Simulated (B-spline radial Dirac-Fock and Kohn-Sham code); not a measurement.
Relativistic shifts of the levels of Lu¹⁷⁺

System: Lu¹⁷⁺, configuration [Kr] 4d10 4f8.

Both columns are ΔSCF binding energies of the configuration average from a B-spline atomic structure program: non-relativistic Hartree-Fock with a point nucleus, and Dirac-Fock with a finite nucleus and the Coulomb interaction alone, averaged over the two j levels with weights 2j+1.

```
shell  Hartree-Fock (eV)  Dirac-Fock (eV)  shift (eV)  shift (%)
   1s            59336.7          64052.8    +4716.16      +7.95
   2s            10109.9          11351.8    +1241.91     +12.28
   2p             9668.6          10078.8     +410.14      +4.24
   3s             2638.9           2943.6     +304.66     +11.54
   3p             2436.7           2550.5     +113.86      +4.67
   3d             2063.9           2050.0      -13.93      -0.67
   4s              851.6            931.0      +79.39      +9.32
   4p              766.3            796.1      +29.83      +3.89
   4d              611.1            609.9       -1.20      -0.20
   4f              416.6            410.2       -6.32      -1.52
```

Relativity binds 1s, 2s, 2p, 3s, 3p, 4s, 4p more strongly, among those listed most of all 2s in relative terms, and 3d, 4d, 4f more weakly, because the contracted s and p shells screen the nucleus better.

Values without a named source are computed, but for edge energies of neutral atoms, which are taken from tables.
